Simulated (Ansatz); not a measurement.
Mulliken charges of BrCl3Sn, SMILES `[Cl][Sn]([Cl])([Cl])[Br]` from r2SCAN/def2-TZVPP in Ansatz (PBE0-D4/def2-TZVP geometry).

| atom | x (Å) | y (Å) | z (Å) | charge (e) |
| --- | --- | --- | --- | --- |
| Cl1 | -1.054 | -0.276 | 2.009 | -0.296 |
| Sn2 | 0.009 | -0.029 | -0.005 | 1.131 |
| Cl3 | 2.082 | -0.995 | 0.129 | -0.296 |
| Cl4 | -1.207 | -1.106 | -1.621 | -0.296 |
| Br5 | 0.221 | 2.333 | -0.554 | -0.243 |

Task: By hand: the dipole of these point charges (1 e Å = 4.8032 D).

Result: Σ q r = (0.009, 0.104, -0.024) e Å, of length 0.107 e Å = 0.51 D.

Task: How does the dipole of the full density compare? (An estimate is asked.)

Result: Computed: (0.009, 0.099, -0.023) e Å, 0.49 D; the point charges give 1.04 times that, at 0° from its direction.

Point charges leave out the atoms' own dipoles, such as those of lone pairs, and Mulliken's split depends on the basis, so the close match here is no proof of good charges.
